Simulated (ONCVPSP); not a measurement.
gold (Au), ONCV: configuration errors across variants

```json
{
 "Element": "gold (Au)",
 "Generator": "ONCVPSP 4.0.1",
 "Type": "optimised norm-conserving Vanderbilt (ONCV)",
 "Functional": "PBEsol",
 "Relativity": "scalar-relativistic",
 "Frozen core": "[Kr] 4d10 4f14",
 "Valence charge": "19",
 "Reference configuration": "5s2 5p6 5d10 6s0.5 6p0.5",
 "Partial waves": "5s+6s: rc 1.80 bohr, ncon 3, nbas 6, qcut 6.7 1/bohr, 3 projectors, debl 0.7 Ha; 5p+6p: rc 2.10 bohr, ncon 3, nbas 6, qcut 5.7 1/bohr, 3 projectors, debl 3.8 Ha; 5d: rc 2.05 bohr, ncon 4, nbas 8, qcut 8.3 1/bohr, 2 projectors, debl 2.3 Ha",
 "Local potential": "polynomial inside 1.55 bohr (lpopt 4, dvloc0 0 Ha)",
 "Core correction": "none"
}
```

All-electron excitation energies from the reference (eV): (1) 5s2 5p6 5d10 6s1 6p0 -2.607; (2) 5s2 5p6 5d10 6s0 6p0 6.833; (3) 5s1 5p6 5d10 6s1 6p0 112.707.

3 further variants failed, have other tests or another functional or relativity, and are left out.

Errors AE − PS in meV (a dash: test not solved or not reliable):

```csv
change,(1),(2),(3),bound ghosts,GHOST(+) flags above zero
base,+0.4,-2.9,-707,none,d
s: qcut 4.6,+0.1,-2.8,-746,none,d
s: debl 1.65,+0.4,-2.9,-707,none,d
s: nproj 4,+0.4,-2.9,-707,none,d
p: rc 2.32,+0.3,-2.9,-707,none,d
d: nbas 9,+0.4,-3.3,-732,none,none
"local potential polynomial inside 1.20 bohr (lpopt 4, dvloc0 6 Ha)",+0.4,-3.3,-729,none,none
```

Q: Give the same row for: core correction polynomial model core, fcfact 0.75.

A: +0.1, -3.5, -879; bound ghosts: none; GHOST(+) flags above zero: d.
